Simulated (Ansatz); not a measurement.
Two members of one family (Oligo(carbosilane)), computed with Ansatz in the gas phase. Binding counts from free atoms in the multiplicity of their measured ground term, without zero-point energy. The structures are stationary points that may keep the symmetry of their start.

First: CC[SiH](C)C[SiH](C)C[SiH](C)C (singlet, charge 0, PBE-D4/def2-SVP geometry).

```csv
atom,x (Å),y (Å),z (Å)
C1,-0.3452,3.3050,-1.7031
C2,1.0912,2.9262,-1.3151
Si3,1.7147,1.3019,-2.0846
C4,1.7950,1.4553,-3.9713
C5,0.5968,-0.1503,-1.5888
Si6,0.2082,-0.3079,0.2603
C7,1.8003,-0.2759,1.2819
C8,-0.7716,-1.8929,0.6081
Si9,-1.2115,-2.2389,2.4210
C10,-2.2934,-3.7879,2.5530
C11,-2.1029,-0.7539,3.1836
H12,-0.4599,3.4178,-2.8024
H13,-0.6603,4.2653,-1.2437
H14,-1.0718,2.5344,-1.3739
H15,1.8005,3.7320,-1.6087
H16,1.1806,2.8404,-0.2096
H17,3.1087,1.0366,-1.5631
H18,2.4656,2.2834,-4.2784
H19,0.7900,1.6548,-4.3974
H20,2.1756,0.5200,-4.4303
H21,-0.3650,-0.0668,-2.1424
H22,1.0743,-1.0940,-1.9341
H23,-0.6461,0.8735,0.6608
H24,2.3712,0.6591,1.1105
H25,2.4580,-1.1274,1.0103
H26,1.5828,-0.3518,2.3670
H27,-1.7151,-1.8565,0.0199
H28,-0.1903,-2.7576,0.2154
H29,0.0683,-2.4834,3.1890
H30,-1.7813,-4.6721,2.1211
H31,-2.5352,-4.0183,3.6117
H32,-3.2503,-3.6483,2.0080
H33,-1.4625,0.1518,3.1758
H34,-3.0265,-0.5152,2.6155
H35,-2.3928,-0.9586,4.2342
```

```json
{"level": "PBE-D4/def2-SVP", "HOMO (eV)": "-6.40", "LUMO (eV)": "0.50", "gap (eV)": "6.90", "binding per atom (eV)": "3.97"}
{"level": "PBE-D4/def2-TZVP", "HOMO (eV)": "-6.44", "LUMO (eV)": "0.04", "gap (eV)": "6.48", "binding per atom (eV)": "3.96"}
{"level": "r2SCAN-D4/def2-TZVP", "HOMO (eV)": "-6.69", "LUMO (eV)": "0.56", "gap (eV)": "7.25", "binding per atom (eV)": "3.93"}
{"level": "B3LYP-D4/6-31G", "HOMO (eV)": "-7.28", "LUMO (eV)": "1.48", "gap (eV)": "8.76", "binding per atom (eV)": "3.81"}
{"level": "PBE0-D4/def2-TZVP", "HOMO (eV)": "-7.64", "LUMO (eV)": "0.82", "gap (eV)": "8.46", "binding per atom (eV)": "3.93"}
```

Second: CC[SiH](C)C[SiH](C)C[SiH](C)C[SiH](C)C (singlet, charge 0, PBE-D4/def2-SVP geometry).

Cartesian coordinates in Å:
```
C 2.089 5.222 -0.395
C 2.969 4.495 0.631
Si 2.097 3.091 1.576
C 0.664 3.776 2.608
C 1.449 1.774 0.373
Si 0.885 0.143 1.160
C 2.378 -0.790 1.853
C -0.028 -0.941 -0.101
Si -0.930 -2.452 0.610
C -2.450 -1.890 1.586
C -1.447 -3.667 -0.753
Si -2.445 -2.965 -2.204
C -3.391 -4.352 -3.081
C -1.308 -2.091 -3.441
H 1.707 4.526 -1.171
H 1.204 5.691 0.082
H 2.640 6.028 -0.923
H 3.366 5.212 1.383
H 3.865 4.059 0.134
H 3.111 2.463 2.506
H 1.022 4.536 3.332
H -0.098 4.254 1.959
H 0.163 2.968 3.177
H 0.599 2.212 -0.195
H 2.242 1.539 -0.372
H -0.062 0.459 2.296
H 3.093 -1.035 1.039
H 2.068 -1.739 2.332
H 2.916 -0.179 2.604
H -0.776 -0.316 -0.637
H 0.712 -1.277 -0.861
H 0.006 -3.174 1.555
H -3.175 -1.377 0.921
H -2.966 -2.753 2.053
H -2.164 -1.183 2.392
H -2.045 -4.471 -0.268
H -0.538 -4.162 -1.163
H -3.449 -1.962 -1.682
H -3.982 -3.958 -3.933
H -2.689 -5.115 -3.477
H -4.091 -4.862 -2.388
H -0.545 -2.796 -3.835
H -0.776 -1.239 -2.976
H -1.889 -1.704 -4.304
```

Question: Estimate the same table for the second.

Answer: 
```csv
level,HOMO (eV),LUMO (eV),gap (eV),binding per atom (eV)
PBE-D4/def2-SVP,-6.28,0.49,6.77,3.98
PBE-D4/def2-TZVP,-6.32,0.00,6.32,3.96
r2SCAN-D4/def2-TZVP,-6.57,0.55,7.12,3.93
B3LYP-D4/6-31G,-7.16,1.52,8.68,3.81
PBE0-D4/def2-TZVP,-7.52,0.77,8.29,3.94
```
